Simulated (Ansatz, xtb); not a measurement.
# Relative energy of two isomers of CHAuBSe

We compare I, `[Au][B]1[CH][Se]1`, a doublet, with II, `[Se]=[C][BH][Au]`, a doublet. Both are isolated molecules in the gas phase, relaxed with PBE0-D3(BJ)/def2-SVP; the shapes shown needn't be the lowest conformers.

I (Å):

```xyz
5

C     1.0381    0.1143    1.8810
Au    2.8226    2.7388    2.9082
B     1.5129    1.4044    2.2644
Se   -0.4108    1.3268    1.6690
H     1.0542   -0.9545    1.6870
```

II (Å):

| atom | x (Å) | y (Å) | z (Å) |
| --- | --- | --- | --- |
| C | 1.7253 | 0.6307 | 2.6685 |
| Au | -0.5389 | 2.2056 | 1.8680 |
| B | 1.0164 | 0.9796 | 1.4528 |
| Se | 2.5328 | 0.2400 | 4.0981 |
| H | 1.2473 | 0.6377 | 0.3215 |

Energies in hartree; the thermal terms are from PBE0-D3(BJ)/def2-SVP harmonic frequencies (ideal gas, rigid rotor, one conformer each, 298.15 K, 1 atm) and include the zero-point energy:

```
                               I            II
E, CCSD(T)/def2-SVP  −2598.190822  −2598.175831
    E, MP2/def2-SVP  −2598.182214  −2598.163626
  E, MP2/def2-TZVPP  −2598.891142  −2598.870406
  zero-point energy      0.018574      0.017035
       H(298 K) − E      0.024480      0.023038
       G(298 K) − E     −0.013906     −0.016163
```

Correct the CCSD(T) difference for the basis set by the MP2 change, then work out ΔE, ΔE₀, ΔH and ΔG for I → II in kJ/mol (1 Eh = 2625.50 kJ/mol) and the equilibrium ratio [II]/[I].

1. Differences II − I: CCSD(T) +0.014991, MP2 in the small set +0.018588, MP2 in the large set +0.020736 Eh.
2. ΔE = +0.014991 + (+0.020736 − (+0.018588)) = +0.017139 Eh = +45.00 kJ/mol.
3. ΔE₀ = ΔE + ΔZPE = +0.017139 + (−0.001539) Eh = +40.96 kJ/mol.
4. ΔH = ΔE + (−0.001442) Eh = +41.21 kJ/mol.
5. ΔG = ΔE + (−0.002257) Eh = +39.07 kJ/mol, so ΔS = (ΔH − ΔG)/T = +7.2 J/(mol K).
6. kT = 0.9442 mEh, so K = [II]/[I] = exp(−ΔG/kT) = exp(−15.76) ≈ 1.4 × 10^−7.

Structure I is favoured at this temperature. An error of 4 kJ/mol in ΔG would change K by a factor of 5. GFN2-xTB gave ΔE the other sign. Mirror images and further conformers aren't counted.

As drawn, II has 1 C=Se, 1 B–H in place of 1 C–Se, 1 B–Se, 1 C–H. Structure I has a 3-membered ring, II no ring.

Other levels gave ΔE = −10.7 (GFN2-xTB); +37.0 (r2SCAN-D4/def2-SVP, GFN2-xTB geometries); +48.0 (PBE0-D3(BJ)/def2-SVP); +44.9 (HF/def2-SVP); +48.8 (MP2/def2-SVP); +39.4 (CCSD(T)/def2-SVP) kJ/mol. Open shells are spin-unrestricted. The correlated steps freeze 11 core orbitals; the filled d shell of Se is correlated; the last core shell of Au is correlated, in a basis made for valence electrons. Atoms past krypton carry core potentials in the def2 sets, without spin–orbit terms. Programs: Ansatz 0.2.0, xtb 6.7.1.
